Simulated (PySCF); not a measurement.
A calculated (UHF, PySCF 2.14, x2c-TZVPall, the spin-free X2C one-electron Hamiltonian (Gaussian nucleus)) atom or ion has these occupied shells.

```tsv
shell	electrons	orbital energy (eV)	rms radius, mean of both spins (bohr)
1s α	1	-10441.1	0.0560
1s β	1	-10441.1	0.0560
2s β	1	-1341.0	0.235
2s α	1	-1341.0	0.235
2p α	3	-1162.9	0.211
2p β	3	-1162.9	0.211
3s α	1	-178.96	0.698
3s β	1	-178.94	0.698
3p α	3	-123.05	0.737
3p β	3	-123.00	0.737
3d α	5	-31.622	0.898
3d β	5	-31.607	0.898
4s α	1	-12.635	2.64
4s β	1	-10.958	2.64
4p α	1	-5.794	3.62
```

Q: Name the element and its charge.

A: Ga (gallium, neutral), in [Ar] 3d10 4s2 4p1, 2P determinant.
